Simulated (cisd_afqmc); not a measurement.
Input (AFQMC/CISD/cc-pVDZ; cisd_afqmc is a phaseless AFQMC code with CISD trial states that reads the integrals written by Ansatz):

Ansatz 0.2 input:
```python
import cisd_afqmc

open("ham.yaml", "w").write("""\
crystal:
  periodic: [false, false, false]
  atoms:
    - {symbol: B, position_ang: [-0.00000000, -0.00000000, -0.78099334]}
    - {symbol: F, position_ang: [0.00000000, 0.00000000, 0.43388519]}
basis:
  gaussian:
    orbitals: cc-pVDZ
total_charge: 1
magnetization: {spin_polarized: true, initial_magnetization: 1}
correlation: {method: ccsd, electrons: outside_noble_gas, hamiltonian_folder: ham}
""")
rep = cisd_afqmc.ansatz("ham.yaml")
e_ccsd = rep["correlation"]["coupled_cluster"]["energy"]["hartree"]
out = cisd_afqmc.run("ham", e_ccsd, trial="CISD", walkers=200, populations=8, threads=8, dt=0.005, steps=40, early=24, settle=10, least=32,
    cut=5e-5, rank_cut=2e-4, target=0.0004, seconds=1500, seed=1, memory=17280, gpu=False)
```

Output:

```
orbitals 26, occupied [5, 4], factors 133 of 260, rank of the doubles 119 of 193
E(HF) = -123.743935
E(CCSD) on the cut factors = -123.972828, shift to the whole factors 0.000001
Energy of the trial state on the determinant = -123.972831
  tau behind 7.2 of longer steps, mean of the populations' last blocks
   2.0  -123.97887
   4.0  -123.97914
   6.0  -123.97956
   8.0  -123.97918
blocks 265 (1 outliers left out), error by blocks joined: 1: 0.00016, 2: 0.00018, 4: 0.00023, 8: 0.00024, 16: 0.00025
E(AFQMC/CISD) = -123.97928 +/- 0.00025
```
